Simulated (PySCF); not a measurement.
**Broadened absorption spectrum of C4H11NOSi2**

C4H11NOSi2.
SMILES: `CC(=O)[Si@@H]1CC[SiH2]N1`

Computed with TDDFT CAM-B3LYP/def2-SVPD, vertical, gas phase, core orbitals frozen in the response (PySCF 2.14.0, density-fitted response routines). Isolated species at its PBE0-D3(BJ)/def2-SVP geometry (one conformer only).

Each state is given a Gaussian of 0.25 eV full width at half maximum, with ε(max) = 2.175×10⁸ f / Δν̃ (Δν̃ the width in cm⁻¹). The width is an assumption, not a result. The curve ends short of the highest state used, and states not computed would add to its high-energy end.

```tsv
E (eV)	ε (L mol⁻¹ cm⁻¹)
3.10	0
3.27	19
3.44	122
3.60	67
3.77	3
3.94	0
4.10	0
4.27	0
4.44	0
4.60	0
4.77	0
4.94	0
5.10	0
5.27	0
5.44	0
5.60	0
5.77	6
5.94	247
6.10	1551
6.27	2173
6.44	890
6.60	3015
6.77	2441
6.94	1553
```

Question: Locate the maxima and give the states behind the curve.

Answer: 356 nm (3.48 eV), ε about 130, made up of S1 (100%); 199 nm (6.22 eV), ε about 2400, made up of S3 (91%); 186 nm (6.65 eV), ε about 3300, made up of S4 (90%) (ε in L mol⁻¹ cm⁻¹; maxima over ε = 5, shares over 10%). The states used: S1 3.48 eV (f 0.0012); S2 6.08 eV (f 0.0044); S3 6.23 eV (f 0.021); S4 6.63 eV (f 0.028); S5 6.77 eV (f 0.0034); S6 6.88 eV (f 0.012); S7 7.16 eV (f 0.0014); S8 7.20 eV (f 0.059); S9 7.51 eV (f 0.0033); S10 7.54 eV (f 0.075).

Question: What would ε be at 6.65 eV, the highest of these maxima, with half the width (0.125 eV)?

Answer: About 5730 L mol⁻¹ cm⁻¹ against 3290, a factor of about 1.7; a lone state at its own centre would give exactly 2.

Question: Coming from long wavelengths, where does ε first pass 100 L mol⁻¹ cm⁻¹?

Answer: At about 364 nm (3.40 eV), 0.08 eV below S1.

Question: Does any computed singlet lie in the visible range?

Answer: No computed singlet lies in the visible range (380 to 750 nm); the lowest, at 357 nm, stands 0.21 eV above its violet end (3.26 eV); a Tamm–Dancoff triplet lies at 439 nm, without intensity as long as spin–orbit coupling is left out.

The vertical ionisation energy (ΔSCF) is 8.70 eV, 1.17 eV above S10.
